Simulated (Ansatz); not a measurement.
Start from `O[SiH2][SiH](Cl)Cl` and change one atom or group to get `O[SiH2][SiH](F)Cl`.

Ansatz, PBE0-D4/def2-TZVP geometries, multiplicity 1. Each molecule was computed in one conformer, which needn't be the lowest.

```csv
property,`O[SiH2][SiH](Cl)Cl`
HOMO–LUMO gap (ωB97M-V/def2-TZVPP) / eV,10.82
LUMO energy (ωB97M-V/def2-TZVPP) / eV,0.79
HOMO–LUMO gap (PBE/def2-TZVPP) / eV,4.91
HOMO energy (PBE0/def2-TZVPP) / eV,-7.99
HOMO energy (B3LYP/def2-TZVPP) / eV,-7.80
LUMO energy (PBE0/def2-TZVPP) / eV,-0.99
```

(1) What does the change do to each property? (Estimate.)

Results:

(1) The calculation gave: 
```json
{"property": "HOMO–LUMO gap (ωB97M-V/def2-TZVPP) / eV", "`O[SiH2][SiH](F)Cl`": "10.87", "shift": "0.05"}
{"property": "LUMO energy (ωB97M-V/def2-TZVPP) / eV", "`O[SiH2][SiH](F)Cl`": "0.71", "shift": "-0.08"}
{"property": "HOMO–LUMO gap (PBE/def2-TZVPP) / eV", "`O[SiH2][SiH](F)Cl`": "4.91", "shift": "0.00"}
{"property": "HOMO energy (PBE0/def2-TZVPP) / eV", "`O[SiH2][SiH](F)Cl`": "-8.09", "shift": "-0.10"}
{"property": "HOMO energy (B3LYP/def2-TZVPP) / eV", "`O[SiH2][SiH](F)Cl`": "-7.90", "shift": "-0.10"}
{"property": "LUMO energy (PBE0/def2-TZVPP) / eV", "`O[SiH2][SiH](F)Cl`": "-1.06", "shift": "-0.07"}
```

B3LYP here is the variant with VWN-RPA as its local correlation; programs differ in this.
